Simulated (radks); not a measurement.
Values are calculated unless marked as measured or tabulated.
Spin polarisation of the 3d4 shell in the chromium ion Cr2+. Start: [Ar] 3d(up 2, down 2); electrons of 3d are moved from spin down to spin up, other shells keep equal spins. Code: a radial shooting solver on a logarithmic mesh with Libxc functionals. Model: scalar-relativistic Kohn-Sham, PBE, spin-polarised, spherical densities, finite nucleus; Fermi nuclear charge, rms radius of each element as measured or else 0.836 A^(1/3) + 0.57 fm.

| moment (Bohr magnetons) | E - E(0) (eV) | e(3d up) (eV) | e(3d down) (eV) | 3p down minus up (eV) | 3s down minus up (eV) |
|---|---|---|---|---|---|
| 0 | 0.000 | -22.856 | -22.856 | 0.000 | 0.000 |
| 1 | -0.233 | -23.287 | -22.354 | 1.015 | 1.031 |
| 2 | -0.933 | -23.648 | -21.781 | 2.033 | 2.065 |
| 3 | -2.101 | -23.937 | -21.129 | 3.054 | 3.101 |
| 4 | -3.746 | -24.157 | -20.367 | 4.083 | 4.143 |

At moment 4 the spin-polarisation energy is -3.746 eV and the 3d exchange splitting 3.790 eV, that is 0.948 eV per Bohr magneton; E = -I m^2/4 would give I = 0.937 eV.
